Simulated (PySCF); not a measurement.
**What binds to arsenic trifluoride, and how strongly**

Gas-phase complexes of arsenic trifluoride, each in one structure from a short search with a few starts, optimised by PBE0-D3(BJ)/def2-SVPD; other ways of binding may lie lower. Energies in kcal/mol, wB97M-D3(BJ)/def2-TZVPD, counterpoise-corrected (PySCF): interaction is complex less parts frozen as they stand in it, binding adds what it costs to deform them. Contacts are written partner···arsenic trifluoride; electrostatic, Pauli and orbital are terms of the uncorrected same energy, whose rest is dispersion or correlation.

1 other partner is left out, for which the search missed the form known or expected to bind best.

Frequency runs check all these structures; an imaginary mode is left, so that the point isn't a minimum, in the complex with ammonia (31i cm⁻¹).

Task: Order these partners of arsenic trifluoride by binding energy, strongest first: water, dinitrogen, bromide, fluoride, ammonia, hydrogen sulfide, phosphine.

Result: fluoride (-56.6), bromide (-20.8), ammonia (-7.8), water (-6.3), hydrogen sulfide (-3.4), phosphine (-2.4), dinitrogen (-1.2).
| partner | contact | distance (Å) | binding | interaction | electrostatic | Pauli | orbital |
| --- | --- | --- | --- | --- | --- | --- | --- |
| fluoride | F···As | 1.90 | -56.6 | -70.7 | -152.2 | 178.2 | -96.2 |
| bromide | Br···As | 2.75 | -20.8 | -28.1 | -59.5 | 68.6 | -36.2 |
| ammonia | N···As | 2.52 | -7.8 | -9.9 | -34.2 | 41.9 | -16.2 |
| water | O···As | 2.62 | -6.3 | -7.3 | -20.3 | 21.8 | -7.6 |
| hydrogen sulfide | S···As | 3.24 | -3.4 | -4.0 | -11.0 | 13.1 | -4.8 |
| phosphine | P···As | 3.27 | -2.4 | -3.1 | -9.9 | 12.9 | -4.9 |
| dinitrogen | N···As | 3.18 | -1.2 | -1.2 | -2.3 | 2.8 | -1.0 |
